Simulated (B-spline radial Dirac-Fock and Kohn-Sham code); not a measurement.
**Relativistic shifts of the levels of Se⁺**

System: Se⁺ in the configuration [Ar] 3d10 4s2 4p3.

Both columns are ΔSCF binding energies of the configuration average from a radial B-spline solver: non-relativistic Hartree-Fock with a point nucleus, and Dirac-Fock with a finite nucleus and the Coulomb interaction alone, averaged over the two j levels with weights 2j+1.

| shell | Hartree-Fock (eV) | Dirac-Fock (eV) | shift (eV) | shift (%) |
| --- | --- | --- | --- | --- |
| 1s | 12501.2 | 12703.9 | +202.72 | +1.62 |
| 2s | 1636.2 | 1681.9 | +45.65 | +2.79 |
| 3s | 246.4 | 254.0 | +7.58 | +3.07 |
| 3d | 75.43 | 73.97 | -1.46 | -1.94 |
| 4s | 31.20 | 31.86 | +0.66 | +2.11 |
| 4p | 19.52 | 19.52 | 0.00 | +0.01 |

Relativity binds 1s, 2s, 3s, 4s more strongly, among those listed most of all 3s in relative terms, and 3d more weakly, because the contracted s and p shells screen the nucleus better.

Values without a named source are computed, but for edge energies of neutral atoms, which are taken from tables.
